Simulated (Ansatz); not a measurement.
Species: silicon monosulfide, SiS, net charge 0, singlet state. 
Coordinates optimised at B3LYP-D3(BJ)/def2-TZVP (Ansatz, a program for electronic structure):
SMILES: [Si]=S
```xyz
2

Si     0.0000     0.0000    -1.0336
S      0.0000     0.0000     0.9044
```
Charge 0, spin multiplicity 1.

Property: vertical electron affinity (to the doublet state of charge -1; a negative value means that the extra electron is unbound and the number depends on the basis; each state is the SCF solution reached for its spin), in eV. Cores are frozen in the correlated levels unless marked. UHF or UKS for open shells. No spin-orbit coupling. Non-relativistic. Anions need diffuse functions: aug- sets have them; def2-D sets add few. CBS(X,Y): correlation extrapolated as X^-3; Hartree-Fock from the larger set.

```
level                 program  vertical electron affinity (eV)
--------------------  -------  -------------------------------
SVWN5/def2-TZVPD       Ansatz                             0.44
r2SCAN/def2-TZVPD      Ansatz                             0.49
CAM-B3LYP/def2-TZVPD   Ansatz                             0.46
wB97M-V/def2-TZVPD     Ansatz                             0.24
```

Estimate the value at CCSD(T)/CBS(aug-cc-pV(T+d)Z,aug-cc-pV(Q+d)Z) as computed with Ansatz.

0.43 eV, so wB97M-V/def2-TZVPD differs from it by -0.19 eV.
